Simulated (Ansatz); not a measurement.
Input for Ansatz (a quantum-chemistry and plane-wave program):
Ansatz 0.2 input:
```yaml
crystal:
  periodic: [false, false, false]
  atoms:
    - {symbol: Si, position_ang: [-0.00000000, -0.00000000, -0.52212322]}
    - {symbol: N, position_ang: [0.00000000, 0.00000000, 1.04424644]}
basis:
  gaussian:
    orbitals: def2-SVP
hamiltonian:
  xc: {name: wB97M-V}
magnetization: {spin_polarized: true, initial_magnetization: 1}
```

What does this run give for the number of basis functions, total energy, <S^2>?


```
Quantity                          Value
-------------------------  ------------
number of basis functions            32
total energy               -343.9437 Eh
<S^2>                             0.774
```
